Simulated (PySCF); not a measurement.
## Electronic structure of Pb²⁺ (lead, charge +2) at the UHF level

Configuration: [Xe] 4f14 5d9 6s2 6p1, one real determinant (an excited configuration). Calculation: PySCF 2.14, in def2-QZVPPD with the def2 core potential (60 electrons) (8s6p5d4f1g, 88 functions); a scalar-relativistic core potential.

| Quantity | Value |
| --- | --- |
| Total energy | -190.346571 hartree |
| One-electron energy | -318.4156 hartree |
| Hartree (Coulomb) energy | 142.3744 hartree |
| Exchange energy | -14.3054 hartree |
| ⟨S²⟩ | 2.0071 |
| ⟨L²⟩ | 8.028 |
| Sum of ⟨r⟩ | 26.25 bohr |
| Sum of ⟨r²⟩ | 43.25 bohr² |
| Traceless quadrupole moment −½Σ⟨3z² − r²⟩ along its main axis | -3.04 e·bohr² |

```
shell  electrons  mean orbital energy (eV)  spread (eV)  rms radius, mean of both spins (bohr)
 5s α          1                   -192.00            0                                  0.921
 5s β          1                   -189.69            0                                  0.921
 5p α          3                   -128.59        1.836                                   1.05
 5p β          3                   -125.68        2.040                                   1.05
 5d α          5                   -51.757        1.857                                   1.35
 5d β          4                   -50.365        0.710                                   1.35
 6s α          1                   -34.607            0                                   2.30
 6s β          1                   -31.845            0                                   2.30
 6p α          1                   -23.450            0                                   2.82
```

⟨L²⟩ = 8.03 against 12 for a pure F term, so this real determinant mixes terms. Energies and moments cover only the electrons outside the core potential. Spin-orbit coupling, absent here, splits the open shell strongly.
